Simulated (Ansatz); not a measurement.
Consider the atomization: `Cl[SiH]1C[Te]1` → C• + Cl• + 3 H• + Si• + Te•.

Program: Ansatz. Geometries: PBE0-D4/def2-TZVP. ΔE: electronic, gas phase. CCSD(T)/CBS adds triple-zeta CCSD(T) − MP2 to the extrapolated MP2 energy (def2 sets, frozen cores). This one scheme is used for every species, atoms too. Functionals use def2-TZVPP. Open shells (•) are unrestricted, without spin–orbit coupling. Spin–orbit coupling would lower the free atoms: a little for C, Cl, Si; strongly for Te. Elements past krypton have def2 core potentials. Bonds to Te are less sure, by a few kJ/mol each and by 10 to 20 or more in all where they break to atoms, as the def2 sets lack core-valence functions.

CCSD(T)/CBS gives +2284.7 kJ/mol.

Question: Another level gave +2609.2 kJ/mol. Which?
A. BHLYP-D4/def2-TZVPP
B. ωB97X-V/def2-TZVPP
C. LDA (SPW92)/def2-TZVPP
D. CCSD(T)/def2-TZVPP

Answer: C. LDA (SPW92) 2609.2, CCSD(T)/def2-TZVPP 2197.3, ωB97X-V 2275.0, BHLYP-D4 2188.1 kJ/mol.

Largest T1 diagnostic among the species: 0.012.

The D4 term adds +36.6 kJ/mol with B3LYP and +18.9 kJ/mol with PBE0; it sums over pairs of atoms, weighted by their polarisabilities, and B3LYP, whose exchange is more repulsive, gets the larger term. From BLYP to BHLYP (50 % exact exchange), in def2-TZVPP and without D4, ΔE moves by −38.5 kJ/mol: exact exchange takes away binding that semilocal exchange gives to molecules. In def2-TZVPP, CCSD(T) changes the Hartree–Fock value by +599.7 kJ/mol (the triples alone add +51.0 kJ/mol) and MP2 by +656.3 kJ/mol; breaking electron pairs costs correlation energy, which Hartree–Fock lacks.

B3LYP here is the variant with VWN-RPA as its local correlation; programs differ in this.

For atomizations the MP2-based limit and the directly extrapolated one differ by several kJ/mol either way, and by 10 to 25 for some Ge, Se and Sn compounds, so smaller differences from it don't rank the levels.
